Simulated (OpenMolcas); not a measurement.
An OpenMolcas run meant for Ca II (ANO-RCC-VQZP, DKH2; inactive shells 1s 2s 2p 3s 3p; intended active space 1 electron in 4 orbitals (4s 4p)). One step of its input:

```
&CASPT2
Multistate=1 1
Frozen=2 3
IPEA=0.25
Imaginary=2.0
MaxIter=60
WThr=0.0 0.3 0.05
PrWF=0.5
NoMix
```

The run finished. Its levels beside those of a sound run (SS-CASPT2, IPEA 0.25 Eh, imaginary shift 0.1 Eh (closed shells correlated: 3s 3p)), in cm-1 above each run's lowest level:

```json
{"Level": "4s 2S 1/2", "This run": "0.0", "Usual run": "0.0"}
{"Level": "4p 2P* 1/2", "This run": "24957", "Usual run": "25211"}
{"Level": "4p 2P* 3/2", "This run": "25117", "Usual run": "25371"}
```

Q: Which setting is unsound, and how much does it matter here?

A: The level shift is far above the usual 0.1 to 0.3 hartree and damps the second-order energy. Against the sound run the excited levels shown move by 250 cm-1 on average and by 250 cm-1 at most.

ANO sets are built for ground and valence states and can reach diffuse excited orbitals poorly. With one active electron, CASPT2 adds the correlation within the correlated inactive shells and between them and that electron, and leaves the splitting within a term as the reference gives it. Only configurations of the active space appear.

* marks odd parity.
